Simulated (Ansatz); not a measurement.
CH$_{6}$SeSi (`C[Se][SiH3]`). Charge 0, multiplicity 1.

Z-matrix (Å, degrees):
```
C
Se 1 1.958
H 1 1.089 2 106.4
H 1 1.088 2 110.3 3 118.7
H 1 1.088 2 110.3 3 -118.7
Si 2 2.266 1 96.6 3 179.7
H 6 1.484 2 106.4 1 179.9
H 6 1.487 2 111.1 1 60.1
H 6 1.487 2 111.1 1 -60.3
```

(1) What are the harmonic wavenumbers in cm⁻¹ at PBE0-D4/def2-TZVP (Ansatz, finite differences of forces, unscaled)? (Best estimate.)

(2) Is this a minimum?

(3) Give the ideal-gas thermochemistry at 298.15 K and 1 bar (rigid rotor, harmonic oscillator; point group Cs, symmetry number 1).

## Answers

(1) Ansatz gave: 103, 127, 143, 405, 588, 589, 611, 898, 914, 923, 932, 959, 1308, 1463, 1469, 2214, 2218, 2246, 3076, 3177, 3179.

(2) Yes, all 21 modes are real.

(3) Zero-point energy 164.8 kJ/mol; H(298) − E = 182.9 kJ/mol; entropy 327.5 J/(mol·K), of which translation 169.1, rotation 107.6, vibration 50.8; G(298) − E = 85.2 kJ/mol.
